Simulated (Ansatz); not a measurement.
Mean bond length (Å) of eight compounds of closed-shell metals: PBE-D3(BJ) beside B3LYP-D3(BJ), computed with Ansatz (a quantum-chemistry and plane-wave program) for isolated molecules in the bases named; differences from unrounded values. The eight are the first of their class met in an unordered collection, after screening for sound electronic states; none was chosen by its value. Each level has its own optimised geometry.

```
molecule                                                         basis  B3LYP-D3(BJ)
------------------------------------------------------------  --------  ------------
BrGaH₂O₂, SMILES [OH][Ga]([OH])[Br]                           def2-SVP         1.555
AlCl₂HSe, SMILES [Al]([Cl])([SeH])[Cl]                        def2-SVP         1.992
Ga(OMe)(PH2)2 (CH7GaOP2), SMILES C[O][Ga]([PH2])[PH2]         def2-SVP         1.538
Be(tBu)(SH) (C4H10BeS), SMILES C[C](C)(C)[Be][SH]             def2-SVP         1.302
Mg(OMe)(SiH3) (CH₆MgOSi), SMILES [O](C)[Mg][SiH3]             def2-SVP         1.505
Al(All)(Cl)(OH) (C3H6AlClO), SMILES [Al]([CH2]C=C)([Cl])[OH]  def2-SVP         1.369
AlCl2H3O2Si, SMILES [OH][Al]([SiH](Cl)Cl)[OH]                 def2-SVP         1.678
AlH₇O₂Si₂, SMILES [Al]([OH])([SiH2][SiH3])[OH]                def2-SVP         1.598
```

Estimate the PBE-D3(BJ) values and say how PBE-D3(BJ) differs from B3LYP-D3(BJ) over the set. (An estimate is asked for; the answer gives what the named calculation found.)


```tsv
molecule	PBE-D3(BJ)	difference
BrGaH₂O₂, SMILES [OH][Ga]([OH])[Br]	1.565	0.010
AlCl₂HSe, SMILES [Al]([Cl])([SeH])[Cl]	2.001	0.009
Ga(OMe)(PH2)2 (CH7GaOP2), SMILES C[O][Ga]([PH2])[PH2]	1.547	0.009
Be(tBu)(SH) (C4H10BeS), SMILES C[C](C)(C)[Be][SH]	1.309	0.007
Mg(OMe)(SiH3) (CH₆MgOSi), SMILES [O](C)[Mg][SiH3]	1.514	0.009
Al(All)(Cl)(OH) (C3H6AlClO), SMILES [Al]([CH2]C=C)([Cl])[OH]	1.377	0.008
AlCl2H3O2Si, SMILES [OH][Al]([SiH](Cl)Cl)[OH]	1.688	0.010
AlH₇O₂Si₂, SMILES [Al]([OH])([SiH2][SiH3])[OH]	1.608	0.011
```
PBE-D3(BJ) lies below B3LYP-D3(BJ) in 0 and above it in 8 of the eight; the mean signed difference is 0.009 and the largest 0.011 Å.
